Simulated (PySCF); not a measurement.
sulfur dioxide (O$_{2}$S), singlet, geometry from GFN2-xTB; HF/6-31G* run with PySCF.

Input for PySCF:
```python
from pyscf import gto, scf

mol = gto.Mole()
mol.atom = '''
    S     0.013936   -0.004006    0.377829
    O    -0.033217    1.222429   -0.364198
    O     0.005345   -1.214416   -0.391460
'''
mol.basis = '6-31g*'
mol.charge = 0
mol.spin = 0
mol.verbose = 4
mol.build()

mf = scf.RHF(mol)
mf.conv_tol = 1e-11
mf.kernel()
```

Output, abridged:

```
PySCF version 2.14.0

[INPUT] verbose = 4
[INPUT] num. atoms = 3
[INPUT] num. electrons = 32
[INPUT] charge = 0
[INPUT] spin (= nelec alpha-beta = 2S) = 0
[INPUT] symmetry False subgroup None
[INPUT] Mole.unit = angstrom
[INPUT] Symbol           X                Y                Z      unit          X                Y                Z       unit  Magmom
[INPUT]  1 S      0.013936000000  -0.004006000000   0.377829000000 AA    0.026335223272  -0.007570242855   0.713993331918 Bohr   0.0
[INPUT]  2 O     -0.033217000000   1.222429000000  -0.364198000000 AA   -0.062771032680   2.310056016726  -0.688234475114 Bohr   0.0
[INPUT]  3 O      0.005345000000  -1.214416000000  -0.391460000000 AA    0.010100586136  -2.294913641290  -0.739752188722 Bohr   0.0

nuclear repulsion = 108.350867556858
number of shells = 20
number of NR pGTOs = 105
number of NR cGTOs = 46
basis = 6-31g*
ecp = {}

******** <class 'pyscf.scf.hf.RHF'> ********
method = RHF
initial guess = minao
damping factor = 0
level_shift factor = 0
DIIS = <class 'pyscf.scf.diis.CDIIS'>
diis_start_cycle = 1
diis_space = 8
diis_damp = 0
SCF conv_tol = 1e-11
SCF conv_tol_grad = None
SCF max_cycles = 50
direct_scf = True
direct_scf_tol = 1e-13
Set gradient conv threshold to 3.16228e-06
Initial guess from minao.
init E= -547.879677363324
  HOMO = -0.345436206256043  LUMO = -0.115176454547334  gap/eV = 6.26569
cycle= 1 E= -547.045108227201  delta_E= 0.835  |g|= 0.745  |ddm|= 2.48
  HOMO = -0.470890687033833  LUMO = -0.0166112650362042  gap/eV = 12.36157
cycle= 2 E= -547.106897380515  delta_E= -0.0618  |g|= 0.541  |ddm|= 0.956
  HOMO = -0.496370254815935  LUMO = 0.00487419838106851  gap/eV = 13.63956
cycle= 3 E= -547.164061679976  delta_E= -0.0572  |g|= 0.0493  |ddm|= 0.417
  HOMO = -0.487415175860014  LUMO = 0.019450722369116  gap/eV = 13.79252
cycle= 4 E= -547.164756643012  delta_E= -0.000695  |g|= 0.0121  |ddm|= 0.0555
  HOMO = -0.49132664255601  LUMO = 0.0178877085172955  gap/eV = 13.85643
cycle= 5 E= -547.164834207956  delta_E= -7.76e-05  |g|= 0.00281  |ddm|= 0.0225
  HOMO = -0.491459602104146  LUMO = 0.018020236058784  gap/eV = 13.86365
cycle= 6 E= -547.164841099208  delta_E= -6.89e-06  |g|= 0.000828  |ddm|= 0.00668
  HOMO = -0.491580136357023  LUMO = 0.0181002523380531  gap/eV = 13.86911
cycle= 7 E= -547.164841671976  delta_E= -5.73e-07  |g|= 0.000172  |ddm|= 0.00206
  HOMO = -0.491573280426261  LUMO = 0.018120308874344  gap/eV = 13.86947
cycle= 8 E= -547.164841691422  delta_E= -1.94e-08  |g|= 1.97e-05  |ddm|= 0.000415
  HOMO = -0.491577638387336  LUMO = 0.0181162620665467  gap/eV = 13.86948
cycle= 9 E= -547.164841691681  delta_E= -2.59e-10  |g|= 6.52e-06  |ddm|= 4.52e-05
  HOMO = -0.491578174902176  LUMO = 0.0181167066023593  gap/eV = 13.86950
cycle= 10 E= -547.164841691712  delta_E= -3.1e-11  |g|= 2.78e-06  |ddm|= 1.78e-05
  HOMO = -0.491578363249503  LUMO = 0.0181167195554979  gap/eV = 13.86951
cycle= 11 E= -547.164841691716  delta_E= -3.87e-12  |g|= 1.64e-06  |ddm|= 5.58e-06
  HOMO = -0.491578406528108  LUMO = 0.0181166903234664  gap/eV = 13.86951
Extra cycle  E= -547.164841691716  delta_E= 3.41e-13  |g|= 1.52e-06  |ddm|= 2.26e-06
converged SCF energy = -547.164841691716
```
